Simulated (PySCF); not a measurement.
Species: C2H5GeP.
Cartesian coordinates in Å at the PBE0-D3(BJ)/def2-SVP level; atoms count from 1:
```xyz
9
C2H5GeP angstrom
C     -1.8136   -0.6400   -1.4973
C     -1.0453   -0.5497   -0.5582
Ge     0.1819   -0.3705    0.8846
P      1.7318    1.3158    0.4838
H     -2.4942   -0.7220   -2.3263
H     -0.6079   -0.0337    2.1592
H      0.9273   -1.7026    1.0624
H      1.9991    0.8574   -0.8423
H      0.7300    2.2377    0.0522
```

Theory: PySCF 2.14.0, PBE0-D3(BJ)/def2-SVP geometry optimisation, gas phase.

Masses are those of the commonest isotopes; rigid-rotor values at the optimised geometry. The values belong to one conformer with, in the numbering `[CH:1]#[C:2][GeH2:3][PH2:4]`, C2–Ge3–P4–H -47° and 46°.

Task: Give the principal moments of inertia and the rotational constants in GHz.

Result: Ia = 79.36, Ib = 243.75, Ic = 312.37 u·Å²; 505379 MHz·u·Å²/I gives 6368, 2073 and 1618 MHz, that is A = 6.3679, B = 2.0734, C = 1.6179 GHz.

Task: Classify the top.

Result: An asymmetric top: κ = (2 × 2073 − 6368 − 1618)/(6368 − 1618) = -0.81.

Task: What does the inertial defect say?

Result: Not planar: Δ = Ic − Ia − Ib = -10.74 u·Å². For a rigid frame Δ = −2 Σ m c², so Σ m c² = 5.37 u·Å² lies off the ab plane, practically all of it from hydrogen. The atom farthest from that plane is 1.26 Å away.

Task: Give the other two planar moments, Paa and Pbb, and the rms extents of the mass along the axes.

Result: Paa = Σ m a² = (Ib + Ic − Ia)/2 = 238.38 and Pbb = Σ m b² = (Ia + Ic − Ib)/2 = 73.99 u·Å². With the mass M = 133.93 u, the rms extents √(P/M) along a, b and c are 1.33, 0.74, 0.20 Å.

Task: Where do the levels up to J = 5 lie, in MHz?

Result: Above 0(0,0):
J = 1: 1(0,1) 3691, 1(1,1) 7986, 1(1,0) 8441
J = 2: 2(0,2) 11039, 2(1,2) 14913, 2(1,1) 16279, 2(2,1) 29163, 2(2,0) 29197
J = 3: 3(0,3) 21977, 3(1,3) 25283, 3(1,2) 28014, 3(2,2) 40237, 3(2,1) 40407, 3(3,1) 62869, 3(3,0) 62870
J = 4: 4(0,4) 36410, 4(1,4) 39073, 4(1,3) 43616, 4(2,3) 54975, 4(2,2) 55478, 4(3,2) 77698, 4(3,1) 77709, 4(4,1) 109296, 4(4,0) 109296
J = 5: 5(0,5) 54232, 5(1,5) 56256, 5(1,4) 63043, 5(2,4) 73355, 5(2,3) 74492, 5(3,3) 96256, 5(3,2) 96301, 5(4,2) 127828, 5(4,1) 127829, 5(5,1) 168458, 5(5,0) 168458
Those of J = 1 are B + C, A + C and A + B.

Task: Predict some low-J microwave lines.

Result: The dipole components are |μa| = 0.70 D, |μb| = 0.52 D, |μc| = 0.00 D; the mirror of this Cs structure is the ab plane, so μc vanishes by symmetry and there are no c-type lines. The squared components, which scale the intensities, stand as 1.00 : 0.55 (a : b). Some lines, for components of 0.1 D or more:

```csv
type,branch,"J(Ka,Kc)",MHz,lower level (cm⁻¹)
a,Q,"1(1,0) ← 1(1,1)",455,0.266
a,Q,"2(1,1) ← 2(1,2)",1366,0.497
b,R,"2(0,2) ← 1(1,1)",3054,0.266
a,R,"1(0,1) ← 0(0,0)",3691,0.000
b,Q,"1(1,0) ← 1(0,1)",4750,0.123
b,Q,"2(1,1) ← 2(0,2)",5240,0.368
a,R,"2(1,2) ← 1(1,1)",6927,0.266
a,R,"2(0,2) ← 1(0,1)",7348,0.123
a,R,"2(1,1) ← 1(1,0)",7838,0.282
b,R,"1(1,1) ← 0(0,0)",7986,0.000
b,R,"2(1,2) ← 1(0,1)",11222,0.123
b,Q,"2(2,0) ← 2(1,1)",12918,0.543
b,Q,"2(2,1) ← 2(1,2)",14250,0.497
b,R,"2(2,1) ← 1(1,0)",20722,0.282
b,R,"2(2,0) ← 1(1,1)",21211,0.266
```

Whether it is a minimum is left open (no frequencies). These are rigid-rotor constants of the computed structure; measured ground-state constants (B0) also hold zero-point vibration.
